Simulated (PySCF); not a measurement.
# Where the electron goes

Ta(NH)(OMe)3, C₃H₁₀NO₃Ta (singlet state).
Geometry (PBE0-D3(BJ)/def2-SVP, Å), atoms numbered from 1 in this order:
```xyz
18
C3H10NO3Ta angstrom
Ta    -0.0016    0.0051   -0.0139
N      0.0528   -0.0195    1.7606
H      0.0752   -0.0405    2.7719
O      1.6353   -0.7083   -0.6774
C      2.8672   -1.2738   -0.3693
H      3.0418   -1.2979    0.7209
H      3.6819   -0.6950   -0.8374
H      2.9219   -2.3075   -0.7519
O     -0.2241    1.8079   -0.5867
C     -0.3449    3.1402   -0.2107
H     -0.3070    3.2579    0.8867
H     -1.3022    3.5552   -0.5706
H      0.4710    3.7387   -0.6515
O     -1.4713   -1.0545   -0.5970
C     -2.5571   -1.8533   -0.2643
H     -2.6740   -1.9460    0.8300
H     -2.4331   -2.8656   -0.6860
H     -3.4882   -1.4263   -0.6757
```

Computed with PySCF 2.14.0, density-fitted response routines, TDDFT PBE0/def2-SVPD, vertical, gas phase, core orbitals frozen in the response, def2 core potentials past Kr. Spin–orbit coupling is left out.

Frontier orbitals with the atoms that hold most of them (Löwdin shares over 4%, at most four atoms; ? is withheld):

```csv
orbital,ε (eV),atoms
LUMO+2,0.40,"Ta1 58%, O9 12%, O14 8%, N2 6%"
LUMO+1,0.40,"Ta1 58%, O4 12%, O14 9%, N2 6%"
LUMO,?,"Ta1 43%, C15 7%, C5 7%, C10 7%"
HOMO,-7.47,"N2 57%, Ta1 20%, O14 9%, H3 6%"
HOMO-1,-7.47,"N2 57%, Ta1 20%, O9 7%, H3 6%"
HOMO-2,-7.96,"O9 23%, O4 22%, O14 21%, C10 6%"
HOMO-3,-8.11,"O9 21%, O4 20%, O14 18%, C10 6%"
```

Q: What is the LUMO energy, and the HOMO–LUMO gap?

A: ε(LUMO) = 0.15 eV; the gap is 7.62 eV (0.2799 hartree).

Q: How does S1 compare with the orbital gap of 7.62 eV?

A: S1 is at 5.97 eV (f = 0.0000), 1.64 eV below the gap, made of HOMO-1/HOMO→LUMO+1/LUMO+2 (≥70%). Its leading pair isn't HOMO and LUMO; the energies of that pair differ by 7.86 eV. 

Next come S2 at 6.17 eV (f 0.0022), HOMO-1/HOMO→LUMO+1/LUMO+2 (≥74%); S3 at 6.17 eV (f 0.0032), HOMO-1/HOMO→LUMO+1/LUMO+2 (≥74%); S4 at 6.41 eV (f 0.048), HOMO-1/HOMO→LUMO (≥87%); S5 at 6.42 eV (f 0.048), HOMO-1/HOMO→LUMO (≥85%).

Orbitals of the list HOMO-3 to LUMO+2 that lie within 0.01 eV of each other are written together with a slash and their weights summed (≥ marks a lower bound); for degenerate orbitals outside that list single weights are arbitrary.

Löwdin shares depend on the basis, the more so with diffuse functions.
